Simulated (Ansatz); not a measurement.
Relaxation of ClH$_{5}$W (7 atoms, charge 0, multiplicity 1), to a largest force component of 0.02 eV/Å in at most 40 steps.

Theory: RHF/def2-SVPD in Ansatz.

```xyz
7
Properties=species:S:1:pos:R:3
W 0.000 0.000 0.000
H 0.000 0.000 1.720
H 1.720 0.000 0.000
Cl 0.000 2.390 0.000
H -1.720 0.000 0.000
H 0.000 -1.720 0.000
H 0.000 0.000 -1.720
```

Task: Where does it end, and by what steps?

Result: The forces met the threshold. After 7 steps the energy has fallen by 3.997 eV; H6 moved furthest, 0.53 Å.

```
step  energy less start (eV)  largest force component (eV/Å)  accepted
   0                  0.0000                           6.303       yes
   1                 -1.4856                           1.580       yes
   2                 -2.5119                           4.226       yes
   3                 -3.4802                           3.445       yes
   4                 -3.9261                           0.998       yes
   5                 -3.9936                           0.180       yes
   6                 -3.9965                           0.034       yes
   7                 -3.9966                           0.010       yes
```

```xyz
7
Properties=species:S:1:pos:R:3
W 0.000 0.476 0.000
H 0.000 -0.369 1.450
H 1.450 -0.369 0.000
Cl 0.000 2.858 0.000
H -1.450 -0.369 0.000
H 0.000 -1.188 0.000
H 0.000 -0.369 -1.450
```

Whether the end is a true minimum wasn't checked by a vibrational analysis.

Run time: 33 s on 1 thread of Intel(R) Xeon(R) Platinum 8259CL CPU @ 2.50GHz (Skylake/Cascade Lake) (shared host), peak memory 0.23 GiB.
